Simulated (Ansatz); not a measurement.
Frontier orbitals of C3H8BCl2N, SMILES `CC(C)NB(Cl)Cl`.

```xyz
15

C    -0.4269   -0.4942    1.4542
C     0.5357    0.0841    0.4283
C     1.1665   -0.9926   -0.4414
N    -0.0887    1.1406   -0.3744
B    -1.1519    1.1077   -1.2596
Cl   -2.0637   -0.3531   -1.6409
Cl   -1.6344    2.6106   -2.0615
H    -1.2491   -1.0210    0.9678
H    -0.8474    0.2954    2.0798
H     0.0958   -1.2032    2.1001
H     1.3426    0.5805    0.9761
H     0.4071   -1.5388   -1.0026
H     1.7080   -1.7077    0.1820
H     1.8698   -0.5546   -1.1522
H     0.3365    2.0462   -0.2556
```

The species carries charge 0 and has multiplicity 1. Geometry: relaxed with PBE0-D4/def2-TZVP. It is one conformer, not always the lowest. Basis def2-TZVPP, Ansatz 0.2.0.

Orbital energies of one run (eV). Highest occupied ones, from the top: -7.47, -8.22, -8.68, -8.77, -9.54, -9.64, -10.08, -10.34, -10.82, -11.09, -11.85, -11.89, -12.51, -13.65. Empty: -0.18, 0.26, 1.24, 1.54, 1.89, 2.22.

(1) Which functional gave them?
A. LDA (SPW92)
B. HSE06 (plane-wave form)
C. PBE0
D. revPBE

Results:

(1) B. HOMO energies: HSE06 -7.47, revPBE -6.48, LDA (SPW92) -6.72, PBE0 -7.87 eV.
